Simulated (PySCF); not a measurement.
Gas-phase equilibrium of 1 mol TiCl4, 34 mol O2 at 2500 K and 1.00 bar, among 9 species (ClO, O2, O, TiCl4, O3, TiOCl2, Cl, Cl2, TiO2). Only gases are allowed; each row takes one source of thermochemistry for all species, and Cantera finds the minimum.

Computed with PySCF (xtb for GFN2) and rigid-rotor harmonic-oscillator thermochemistry at 1 bar. 'Table' is the NASA 1993 thermochemical table (part measured, part estimated). After a fit of one offset per element over all species, the range-separated, M06-2X, PBE0/def2-QZVP and CCSD(T)/def2-TZVPP enthalpies, where run, lie to one side of the table for O3 (+19 kJ/mol), TiOCl2 (-50 kJ/mol): a fault of the table's entry, another state or a shared error of the levels is possible; this was not checked at source. S°(298 K) at PBE0/def2-TZVP differs from the NASA 1993 table for TiOCl2 (+10 J/mol/K); whether the harmonic model or the table's entry is off was not settled. † marks an energy on the PBE0/def2-TZVP geometry and frequencies; other levels use their own. Open shells (unrestricted) among the columns below: ClO (multiplicity 2, electronic degeneracy 4), O2 (multiplicity 3), O (multiplicity 3, electronic degeneracy 9), Cl (multiplicity 2, electronic degeneracy 6); the rest are closed-shell singlets. GFN2 has no spin-polarisation term. Spin-orbit splitting is ignored; it lowers the true energy and changes the entropy of ClO, O, Cl. B3LYP is the form with VWN-RPA correlation. The harmonic model lacks anharmonicity and excited electronic states, which grow with temperature; levels with a mode under 35 cm⁻¹ are left out. Strong static correlation: O3. Soft modes under 120 cm⁻¹ make the harmonic entropy rough for TiOCl2. The table's entry may be an old estimate for ClO, TiOCl2, TiO2 (not checked at source). Warning, point group unlike the PBE0 one: TiOCl2 (GFN2-xTB).

Molecules larger than those listed are left out. Table species left out: Ti, TiCl, TiCl2, TiCl3, TiO, TiOCl.

With table thermochemistry: O2 0.86, O3 2.9e-7, Cl 0.095, TiOCl2 0.0040, TiO2 0.022, ClO 0.00098, O 0.013, Cl2 0.00077.

How far does the composition move with the other sources (B3LYP/def2-TZVP†, BLYP/def2-TZVP†, GFN2-xTB, M06-2X/def2-TZVP†, ωB97X-V/def2-TZVP†)?


| thermochemistry | x O2 | x O3 | x Cl | x TiOCl2 | x TiO2 | x ClO | x O | x Cl2 |
|---|---|---|---|---|---|---|---|---|
| table | 0.86 | 2.9e-7 | 0.095 | 0.0040 | 0.022 | 0.00098 | 0.013 | 0.00077 |
| B3LYP/def2-TZVP† | 0.89 | 1.6e-8 | 0.068 | 0.020 | 0.0073 | 0.00052 | 0.011 | 0.00015 |
| BLYP/def2-TZVP† | 0.89 | 1.3e-7 | 0.075 | 0.016 | 0.011 | 0.00096 | 0.0035 | 0.00029 |
| GFN2-xTB | 0.44 | 0.44 | 0.059 | 0.022 | 0.011 | 0.022 | 1.4e-7 | 0.0038 |
| M06-2X/def2-TZVP† | 0.90 | 4.6e-9 | 0.056 | 0.026 | 0.0013 | 0.00037 | 0.013 | 0.00024 |
| ωB97X-V/def2-TZVP† | 0.91 | 8.5e-9 | 0.058 | 0.025 | 0.0024 | 0.00041 | 0.0082 | 0.00021 |
The most sensitive of these is O3: it spans a factor of 10^8.0 over these rows; at this temperature one factor of ten is RT ln 10 = 48 kJ/mol.
